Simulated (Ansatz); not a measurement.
MoS2. Charge 0, multiplicity 3. Geometry PBE0-D4/def2-TZVPD, that of the charge -1 doublet.

```tsv
atom	x (Å)	y (Å)	z (Å)
Mo1	0.154	0.411	-0.397
S2	-0.400	1.202	1.531
S3	0.247	-1.614	-1.134
```

In the def2 sets Mo takes a core potential; there is no spin–orbit coupling. At r2SCAN-D4/def2-TZVPD, PBE0-D4/def2-TZVPD the charge 0 triplet is spin-contaminated (final ⟨S²⟩ up to 2.15, 2.00 for a pure state). The structure comes from a short search, and lower isomers may exist.

**Question.** Estimate the α-spin orbital energies around the gap (eV) in Ansatz with PBE-D4/def2-TZVPD, r2SCAN-D4/def2-TZVPD, PBE0-D4/def2-TZVPD.

**Answer.** 
| orbital | PBE-D4/def2-TZVPD | r2SCAN-D4/def2-TZVPD | PBE0-D4/def2-TZVPD |
| --- | --- | --- | --- |
| HOMO−5 | -7.94 | -8.25 | -9.16 |
| HOMO−4 | -7.36 | -7.61 | -8.66 |
| HOMO−3 | -7.20 | -7.60 | -8.50 |
| HOMO−2 | -6.40 | -6.58 | -7.34 |
| HOMO−1 | -5.94 | -6.51 | -7.32 |
| HOMO | -5.63 | -6.02 | -6.83 |
| LUMO | -5.08 | -5.14 | -4.46 |
| LUMO+1 | -3.91 | -3.96 | -3.25 |
| LUMO+2 | -3.44 | -3.43 | -2.76 |
| LUMO+3 | -1.45 | -1.19 | -0.82 |
| LUMO+4 | -0.77 | -0.53 | -0.15 |
| LUMO+5 | 0.15 | 0.72 | 0.60 |
| β HOMO | -6.49 | -6.78 | -7.61 |
| β LUMO | -4.29 | -3.95 | -3.37 |
